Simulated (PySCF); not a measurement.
# Electronic structure of Sr (strontium, neutral) at the UHF level

Configuration: [Kr] 5s2, closed-shell 1S. Computed with PySCF 2.14 in ANO-RCC-VTZP (7s6p3d1f, 47 functions), with the spin-free X2C one-electron Hamiltonian (Gaussian nucleus).

| Quantity | Value |
| --- | --- |
| Total energy | -3177.234519 hartree |
| One-electron energy | -4396.5666 hartree |
| Hartree (Coulomb) energy | 1323.3366 hartree |
| Exchange energy | -104.0045 hartree |
| ⟨S²⟩ | 0.0000 |
| ⟨L²⟩ | 0.000 |
| Sum of ⟨r⟩ | 31.49 bohr |
| Sum of ⟨r²⟩ | 73.76 bohr² |
| Langevin diamagnetic susceptibility | -58.4 ×10⁻⁶ cm³/mol |

```csv
shell,electrons,mean orbital energy (hartree),"rms radius, mean of both spins (bohr)"
1s,2,-595.19081,0.0450
2s,2,-83.10295,0.187
2p,6,-73.64986,0.166
3s,2,-13.95340,0.524
3p,6,-10.80325,0.535
3d,10,-5.58631,0.547
4s,2,-1.94796,1.45
4p,6,-1.09478,1.68
5s,2,-0.18086,4.85
```

Densities and radii are taken from the X2C orbitals without a picture-change correction, which distorts them close to the nucleus.

Spin-orbit constants ζ (cm⁻¹) from the X2C one-electron operator on these orbitals: bare nucleus, nucleus screened by l(l+1)(2l+1)/3 electrons, and screened by the Breit-Pauli mean field of the electrons.

```json
{"shell": "2p", "bare": "376200", "screened nucleus": "356400", "mean field": "347600"}
{"shell": "3p", "bare": "58110", "screened nucleus": "55050", "mean field": "53430"}
{"shell": "3d", "bare": "7694", "screened nucleus": "5669", "mean field": "5347"}
{"shell": "4p", "bare": "5888", "screened nucleus": "5578", "mean field": "5389"}
```
